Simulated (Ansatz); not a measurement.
A run for Ansatz (an electronic-structure program): R-PBE/def2-TZVPP on CH6GeO2 (SMILES C[O][GeH2][OH]), a point of a torsion scan.

Ansatz 0.2 input:
```yaml
crystal:
  periodic: [false, false, false]
  atoms:
    - {symbol: C, position_ang: [1.52955218, -0.22457117, 0.01073380]}
    - {symbol: O, position_ang: [0.58826460, 0.77996950, 0.32174111]}
    - {symbol: Ge, position_ang: [-1.16119870, 0.69031180, 0.21815800]}
    - {symbol: O, position_ang: [-1.67038399, -0.94614899, 0.50165164]}
    - {symbol: H, position_ang: [1.94241192, -0.05868232, -0.98693007]}
    - {symbol: H, position_ang: [2.33683875, -0.16175722, 0.74281082]}
    - {symbol: H, position_ang: [1.09312810, -1.22662138, 0.04419457]}
    - {symbol: H, position_ang: [-1.57344009, 1.66088438, 1.27968968]}
    - {symbol: H, position_ang: [-1.69498594, 0.92898291, -1.16084246]}
    - {symbol: H, position_ang: [-1.45223749, -1.35479158, 1.33794509]}
basis:
  gaussian:
    orbitals: def2-TZVPP
hamiltonian:
  xc: {name: PBE}
scf: {lower_state_search: off}
```

### Question
Give the final energy of this run.

### Answer
-2268.7360 hartree.
